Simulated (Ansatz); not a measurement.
`[SiH3]O[SiH2][SiH3]` + `[SiH3]`• → `[SiH3]O[SiH][SiH3]`• + SiH₄ at 298.15 K and 1 bar (hydrogen abstraction from the Si–H bond).

Gas-phase electronic energies from Ansatz, PBE0-D4/def2-TZVP geometries. CCSD(T)/CBS adds triple-zeta CCSD(T) − MP2 to the extrapolated MP2 energy (def2 sets, frozen cores). This one scheme is used for every species. No spin–orbit coupling; open shells (•) take unrestricted orbitals. Each species was taken in one conformer, which may not be the lowest.

| species | CCSD(T)/CBS energy (Eh) | H − E (kJ/mol) | S (J/(mol·K)) |
| --- | --- | --- | --- |
| `[SiH3]O[SiH2][SiH3]` | -947.28799 | 213.1 | 394.6 |
| `[SiH3]`• | -290.80808 | 66.0 | 217.1 |
| `[SiH3]O[SiH][SiH3]`• | -946.63642 | 188.7 | 395.2 |
| SiH₄ | -291.46306 | 92.1 | 204.8 |

H − E and S are ideal-gas, rigid-rotor, harmonic terms from PBE0-D4/def2-TZVP, for one conformer and one mirror image of each species, with the whole ground term of open shells counted as degenerate. 1 Eh = 2625.50 kJ/mol, R = 8.31446 J/(mol·K).

Problem. By hand: ΔE, ΔH, ΔS and ΔG.

Solution. ΔE = (-946.63642) + (-291.46306) − (-947.28799) − (-290.80808) = -0.00341 Eh = -9.0 kJ/mol. Δ(H − E) = 188.7 + 92.1 − 213.1 − 66.0 = 1.7, so ΔH = -7.3 kJ/mol. ΔS = 395.2 + 204.8 − 394.6 − 217.1 = -11.7 J/(mol·K). ΔG = -7.3 − 298.15 × (-11.7)/1000 = -3.8 kJ/mol.

Problem. By hand: the equilibrium constant, and the temperature at which ΔG would vanish if ΔH and ΔS stayed fixed.

Solution. log₁₀ K = −ΔG/(RT ln 10) = 0.7. ΔG = 0 at ΔH/ΔS = 624 K, though so small a ΔH makes that figure unsure.

TΔS isn't small against ΔH here. The sign of ΔG lies within the doubt. A doubt of 5 kJ/mol in ΔE shifts log₁₀ K by 0.9 here. Other conformers and mirror images would add mixing entropy, several J/(mol·K) or more a flexible species. Modes under 60 cm⁻¹, often nearly free rotors, make the harmonic entropy too high. These are equilibria of isolated gas molecules and say nothing of rates. Largest T1 diagnostic: 0.015 (customary marks: 0.02 for closed shells, 0.045 for open ones).
